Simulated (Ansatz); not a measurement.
`[CH3][GeH]([OH])[F]` + H–F → `[CH3][GeH]([F])[F]` + H₂O at 600 K and 1 bar (ligand exchange at a Ge–O bond).

Program: Ansatz. Geometries: PBE0-D4/def2-TZVP. ΔE: electronic, gas phase. CBS: MP2 limit from def2 TZ/QZ plus the TZ coupled-cluster correction, frozen cores. This one scheme is used for every species. For Ge outer-core shells are correlated without core-valence functions, which leaves a few kJ/mol of doubt a bond. Scalar relativity is left out up to krypton. One conformer a species, not always the lowest.

```json
{"species": "`[CH3][GeH]([OH])[F]`", "CCSD(T)/CBS energy (Eh)": "-2292.21807", "H − E (kJ/mol)": "215.3", "S (J/(mol·K))": "416.3"}
{"species": "H–F", "CCSD(T)/CBS energy (Eh)": "-100.39570", "H − E (kJ/mol)": "42.3", "S (J/(mol·K))": "194.0"}
{"species": "`[CH3][GeH]([F])[F]`", "CCSD(T)/CBS energy (Eh)": "-2316.24489", "H − E (kJ/mol)": "180.2", "S (J/(mol·K))": "399.2"}
{"species": "H₂O", "CCSD(T)/CBS energy (Eh)": "-76.37941", "H − E (kJ/mol)": "76.8", "S (J/(mol·K))": "212.8"}
```

H − E and S are ideal-gas, rigid-rotor, harmonic terms from PBE0-D4/def2-TZVP, for one conformer and one mirror image of each species. 1 Eh = 2625.50 kJ/mol, R = 8.31446 J/(mol·K).

Task: By hand: ΔE, ΔH, ΔS and ΔG.

Result: ΔE = (-2316.24489) + (-76.37941) − (-2292.21807) − (-100.39570) = -0.01053 Eh = -27.6 kJ/mol. Δ(H − E) = 180.2 + 76.8 − 215.3 − 42.3 = -0.6, so ΔH = -28.2 kJ/mol. ΔS = 399.2 + 212.8 − 416.3 − 194.0 = 1.7 J/(mol·K). ΔG = -28.2 − 600 × (1.7)/1000 = -29.2 kJ/mol.

Task: By hand: the equilibrium constant, and the temperature at which ΔG would vanish if ΔH and ΔS stayed fixed.

Result: log₁₀ K = −ΔG/(RT ln 10) = 2.5. ΔH and −TΔS have one sign here, so there is no such temperature.

The number of gas molecules stays the same, so ΔS is small and ΔH decides. A doubt of 5 kJ/mol in ΔE shifts log₁₀ K by 0.4 here. Other conformers and mirror images would add mixing entropy, several J/(mol·K) or more a flexible species. These are equilibria of isolated gas molecules and say nothing of rates. Largest T1 diagnostic: 0.012 (customary marks: 0.02 for closed shells, 0.045 for open ones).

ΔS is within the doubt of such terms, so its sign, and with it that verdict, could turn.
